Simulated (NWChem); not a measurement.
C3H3, doublet; SMILES [CH]=C=C

Results from NWChem. Pople sets run with spherical d functions. Spin-unrestricted. Spin-contaminated determinants: UHF/STO-3G (<S²> = 1.12), UHF/6-31G* (<S²> = 0.98). In the optimisation the excess spin sits in b1 (C2v, its own frame). No stability test was run on the SCF state. Each level has its own optimisation; frequencies are unscaled. Brackets give each atom's bonded neighbours.

```json
[
 {"level": "UHF/STO-3G", "r C–C [C(CC)–C(CHH)] (Å)": "1.401", "r C–H [C(CHH)–H(C)] (Å)": "1.083", "r C–C [C(CC)–C(CH)] (Å)": "1.213", "r C–H [C(CH)–H(C)] (Å)": "1.065", "highest harmonic frequency (cm⁻¹)": "3878", "lowest (cm⁻¹)": "362", "zero-point energy (kcal/mol)": "28.2"},
 {"level": "CAM-B3LYP/def2-SVP", "r C–C [C(CC)–C(CHH)] (Å)": "1.373", "r C–H [C(CHH)–H(C)] (Å)": "1.092", "r C–C [C(CC)–C(CH)] (Å)": "1.226", "r C–H [C(CH)–H(C)] (Å)": "1.074", "highest harmonic frequency (cm⁻¹)": "3473", "lowest (cm⁻¹)": "375", "zero-point energy (kcal/mol)": "26.1"},
 {"level": "UHF/6-31G*", "r C–C [C(CC)–C(CHH)] (Å)": "1.381", "r C–H [C(CHH)–H(C)] (Å)": "1.074", "r C–C [C(CC)–C(CH)] (Å)": "1.219", "r C–H [C(CH)–H(C)] (Å)": "1.057", "highest harmonic frequency (cm⁻¹)": "3626", "lowest (cm⁻¹)": "366", "zero-point energy (kcal/mol)": "26.7"},
 {"level": "BLYP/def2-SVP", "r C–C [C(CC)–C(CHH)] (Å)": "1.377", "r C–H [C(CHH)–H(C)] (Å)": "1.101", "r C–C [C(CC)–C(CH)] (Å)": "1.244", "r C–H [C(CH)–H(C)] (Å)": "1.079", "highest harmonic frequency (cm⁻¹)": "3390", "lowest (cm⁻¹)": "343", "zero-point energy (kcal/mol)": "25.0"},
 {"level": "PBE-D3(BJ)/def2-SVP", "r C–C [C(CC)–C(CHH)] (Å)": "1.373", "r C–H [C(CHH)–H(C)] (Å)": "1.102", "r C–C [C(CC)–C(CH)] (Å)": "1.244", "r C–H [C(CH)–H(C)] (Å)": "1.081", "highest harmonic frequency (cm⁻¹)": "3402", "lowest (cm⁻¹)": "342", "zero-point energy (kcal/mol)": "25.1"}
]
```
